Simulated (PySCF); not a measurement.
# Working out the excitation energy of Be

Be [He] 2s2 (1S) → Be [He] 2p2 (3P). Computed with PySCF 2.14 in aug-cc-pCVDZ (5s4p2d, 27 functions), with the non-relativistic Hamiltonian (point nucleus). Frozen: 1s2. Energies in hartree (1 hartree = 27.21139 eV):

| part | Be (lower) | Be (upper) |
| --- | --- | --- |
| UHF | -14.572379 | -14.334657 |
| CCSD correlation | -0.044831 | -0.008284 |
| (T) | 0.000000 | 0.000000 |

Q: What does Hartree-Fock give?

A: (-14.334657) − (-14.572379) = 0.237722 hartree = 6.469 eV.

Q: What do CCSD and CCSD(T) give?

A: The CCSD correlation energies differ by 0.036547 hartree = 0.994 eV and the triples by 0.000000 hartree = 0.000 eV, so CCSD gives 7.463 eV and CCSD(T) 7.463 eV.

Measured between the centres of the two terms (NIST): 7.401 eV, so CCSD(T) (valence) is off by 0.062 eV.

A double-zeta basis recovers only part of the correlation energy.

What remains against the reference includes basis incompleteness, the frozen core and higher excitations.
